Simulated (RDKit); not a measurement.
Conformational energy of SMILES c1cc(C=O)sc1[SeH] (C5H4OSSe). Scanned: dihedral O1–C2–C3–S8 and dihedral S8–C6–Se7–H12; all other coordinates were relaxed at GFN2-xTB. Points at φ and −φ are mirror images.

Atom numbering (GFN2-xTB optimised geometry, Å):
```
12

O     -2.4398     1.3625    -1.8362
C     -2.1946     0.4193    -1.1232
C     -0.9171     0.1252    -0.5277
C     -0.5801    -0.9312     0.2894
C      0.7561    -0.9154     0.6941
C      1.4422     0.1601     0.1821
Se     3.2646     0.5422     0.4910
S      0.4490     1.1666    -0.8053
H     -2.9709    -0.3276    -0.8604
H     -1.2854    -1.6892     0.5811
H      1.2105    -1.6532     1.3326
H      3.2655     1.7408    -0.3175
```

Method: UFF // GFN2-xTB (RDKit 2026.03.6).

Energy in kcal/mol above the lowest grid point; x is the dihedral O1–C2–C3–S8 (°), y the dihedral S8–C6–Se7–H12 (°).

| y \ x | -150 | -120 | -90 | -60 | -30 | 0 | 30 | 60 | 90 | 120 | 150 | 180 |
|---|---|---|---|---|---|---|---|---|---|---|---|---|
| 180 | 8.7 | 13.9 | 18.4 | 14.2 | 9.5 | 7.7 | 9.5 | 14.2 | 18.4 | 13.9 | 8.7 | 6.8 |
| 150 | 7.1 | 12.3 | 16.6 | 12.4 | 7.7 | 5.9 | 7.8 | 12.6 | 16.6 | 12.1 | 6.9 | 5.0 |
| 120 | 3.6 | 9.0 | 13.1 | 9.0 | 4.2 | 2.4 | 4.3 | 9.2 | 13.1 | 8.7 | 3.5 | 1.6 |
| 90 | 2.0 | 7.3 | 11.6 | 7.7 | 2.7 | 0.8 | 2.7 | 7.6 | 11.6 | 7.3 | 2.0 | 0.0 |
| 60 | 4.0 | 9.2 | 13.5 | 9.8 | 4.9 | 3.0 | 4.7 | 9.5 | 13.6 | 9.5 | 4.2 | 2.1 |
| 30 | 7.0 | 12.1 | 16.5 | 12.6 | 7.9 | 6.0 | 7.7 | 12.4 | 16.5 | 12.3 | 7.1 | 5.0 |
| 0 | 8.3 | 13.5 | 17.9 | 13.8 | 9.1 | 7.4 | 9.1 | 13.8 | 17.9 | 13.5 | 8.3 | 6.3 |
| -30 | 7.1 | 12.3 | 16.5 | 12.4 | 7.7 | 6.0 | 7.9 | 12.6 | 16.5 | 12.1 | 7.0 | 5.0 |
| -60 | 4.2 | 9.5 | 13.6 | 9.5 | 4.7 | 3.0 | 4.9 | 9.8 | 13.5 | 9.2 | 4.0 | 2.1 |
| -90 | 2.0 | 7.3 | 11.6 | 7.6 | 2.7 | 0.8 | 2.7 | 7.7 | 11.6 | 7.3 | 2.0 | 0.0 |
| -120 | 3.5 | 8.7 | 13.1 | 9.2 | 4.3 | 2.4 | 4.2 | 9.0 | 13.1 | 9.0 | 3.6 | 1.6 |
| -150 | 6.9 | 12.1 | 16.6 | 12.6 | 7.8 | 5.9 | 7.7 | 12.4 | 16.6 | 12.3 | 7.1 | 5.0 |

Points that lie below all their neighbours on the grid: x = 180, y = -90 (0.0 kcal/mol); x = 180, y = 90 (0.0 kcal/mol); x = 0, y = -90 (0.8 kcal/mol); x = 0, y = 90 (0.8 kcal/mol). The lowest path on the grid from the first to the second passes x = 180, y = 0 at 6.3 kcal/mol.
